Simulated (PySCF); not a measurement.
The vertical singlet excitations below were computed for one of the candidates. Computed with TDDFT CAM-B3LYP/def2-SVPD, vertical, gas phase, core orbitals frozen in the response (PySCF 2.14.0, density-fitted response routines). Geometries: GFN2-xTB, one conformer each.

| state | E (eV) | λ (nm) | f |
| --- | --- | --- | --- |
| S1 | 5.60 | 221.5 | 0.0004 |
| S2 | 7.61 | 163.0 | 0.068 |
| S3 | 7.75 | 159.9 | 0.044 |
| S4 | 7.94 | 156.2 | 0.0076 |
| S5 | 8.28 | 149.7 | 0.0070 |
| S6 | 8.35 | 148.4 | 0.023 |
| S7 | 8.39 | 147.8 | 0.024 |
| S8 | 8.56 | 144.8 | 0.0095 |

Task: Which structure fits? All have the formula C6H10O2.
A. alpha-methyl-delta-valerolactone (`C[C@@H]1CCCOC1=O`)
B. 3,4-dihydro-2-methoxy-2H-pyran (`CO[C@@H]1CCC=CO1`)
C. methylacetylacetone (`CC(=O)C(C)C(C)=O`)

Result: A. Its S1 lies at 5.60 eV; the nearest of the others has S1 at 6.19 eV. S1 is HOMO→LUMO (51%), HOMO→LUMO+1 (20%), HOMO→LUMO+3 (11%). Löwdin shares by element: HOMO oxygen 68%, carbon 20% or more; LUMO carbon 33% or more, oxygen 10% or more (atoms not listed hold the other 57%). At the same level the other candidates give, for their lowest levels:
- `CO[C@@H]1CCC=CO1`: 6.19 eV (f 0.029); 6.63 eV (f 0.136); 7.18 eV (f 0.003); 7.33 eV (f 0.049); 7.51 eV (f 0.009); T1 4.32 eV; HOMO -7.82, LUMO 1.30 eV
- `CC(=O)C(C)C(C)=O`: 4.22 eV (f 0.006); 4.47 eV (f 0.000); 6.59 eV (f 0.001); 7.13 eV (f 0.012); 7.16 eV (f 0.109); T1 3.65 eV; HOMO -8.81, LUMO -0.23 eV
Triplets come from the Tamm–Dancoff approximation.
